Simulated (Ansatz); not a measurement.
`[F][GeH2][SH]` + H₂O → `[OH][GeH2][SH]` + H–F at 600 K and 1 bar (formal hydrolysis of a Ge–F bond).

Computed with Ansatz on PBE0-D4/def2-TZVP structures; ΔE is electronic, products minus reactants. CCSD(T)/CBS adds triple-zeta CCSD(T) − MP2 to the extrapolated MP2 energy (def2 sets, frozen cores). This one scheme is used for every species. For Ge outer-core shells are correlated without core-valence functions, which leaves a few kJ/mol of doubt a bond. Scalar relativity is left out up to krypton. One conformer a species, not always the lowest.

| species | CCSD(T)/CBS energy (Eh) | H − E (kJ/mol) | S (J/(mol·K)) |
| --- | --- | --- | --- |
| `[F][GeH2][SH]` | -2575.53651 | 115.3 | 368.2 |
| H₂O | -76.37941 | 76.8 | 212.8 |
| `[OH][GeH2][SH]` | -2551.50958 | 150.4 | 384.0 |
| H–F | -100.39570 | 42.3 | 194.0 |

H − E and S are ideal-gas, rigid-rotor, harmonic terms from PBE0-D4/def2-TZVP, for one conformer and one mirror image of each species. 1 Eh = 2625.50 kJ/mol, R = 8.31446 J/(mol·K).

Q: By hand: ΔE, ΔH, ΔS and ΔG.

A: ΔE = (-2551.50958) + (-100.39570) − (-2575.53651) − (-76.37941) = 0.01064 Eh = 27.9 kJ/mol. Δ(H − E) = 150.4 + 42.3 − 115.3 − 76.8 = 0.6, so ΔH = 28.5 kJ/mol. ΔS = 384.0 + 194.0 − 368.2 − 212.8 = -3.0 J/(mol·K). ΔG = 28.5 − 600 × (-3.0)/1000 = 30.3 kJ/mol.

Q: By hand: the equilibrium constant, and the temperature at which ΔG would vanish if ΔH and ΔS stayed fixed.

A: log₁₀ K = −ΔG/(RT ln 10) = -2.6. ΔH and −TΔS have one sign here, so there is no such temperature.

The number of gas molecules stays the same, so ΔS is small and ΔH decides. A doubt of 5 kJ/mol in ΔE shifts log₁₀ K by 0.4 here. Other conformers and mirror images would add mixing entropy, several J/(mol·K) or more a flexible species. These are equilibria of isolated gas molecules and say nothing of rates. Largest T1 diagnostic: 0.012 (customary marks: 0.02 for closed shells, 0.045 for open ones).

ΔS is within the doubt of such terms, so its sign, and with it that verdict, could turn.
